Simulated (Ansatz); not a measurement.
Scan of the F1–Sn2 bond length

SnH3F (SMILES [F][SnH3]), closed shell, at its PBE0-D4/def2-TZVP minimum:

```xyz
5
angstrom
F -1.2850 0.7183 1.0050
Sn 0.1004 -0.0659 -0.0790
H -0.5284 -0.0548 -1.6591
H 0.3189 -1.6265 0.5606
H 1.4441 0.9552 0.1310
```

The bond length F1–Sn2 (1.926 Å at the minimum) is set to the values below, with the rest relaxed at PBE0-D4/def2-TZVP at each step. Each method's energies count from its own value at the PBE0-D4 minimum structure. Program: Ansatz 0.2.0. Basis: def2-TZVPP. Cores are frozen in the correlated methods. Filled d shells of the heavier atoms are correlated. Core potentials replace the inner electrons of the atoms past krypton. The def2 sets are not built for correlating such inner shells, so the correlated values are less sure here.

CCSD(T) energies along the scan:
```json
{"bond length (Å)": "1.733", "CCSD(T) (kcal/mol)": "13.66"}
{"bond length (Å)": "1.772", "CCSD(T) (kcal/mol)": "7.96"}
{"bond length (Å)": "1.829", "CCSD(T) (kcal/mol)": "2.73"}
{"bond length (Å)": "1.895", "CCSD(T) (kcal/mol)": "0.19"}
{"bond length (Å)": "1.968", "CCSD(T) (kcal/mol)": "0.55"}
{"bond length (Å)": "2.047", "CCSD(T) (kcal/mol)": "3.53"}
{"bond length (Å)": "2.131", "CCSD(T) (kcal/mol)": "8.57"}
{"bond length (Å)": "2.219", "CCSD(T) (kcal/mol)": "15.10"}
{"bond length (Å)": "2.311", "CCSD(T) (kcal/mol)": "22.61"}
```
They count from the CCSD(T) energy at the PBE0-D4 minimum.

Minimum and curvature along this coordinate at CCSD(T): A fifth-order fit through the nearest points gives 1.921 Å, with a curvature of about 24 eV/Å².

Largest difference from the CCSD(T) curve over the scan: PBE-D4 5.60; r2SCAN-D4 1.93; MP2 0.09 kcal/mol. Each curve counts from its own value at the minimum.

No T1 diagnostic of these runs exceeds 0.018.

For scale, one of the runs: CCSD(T)/def2-TZVPP, 123 basis functions (an equivalent command: `ansatz run in.yaml --threads 2`). Hardware: 2 CPU threads, shared host. Wall time 5.5 s; peak host memory 0.7 GiB.
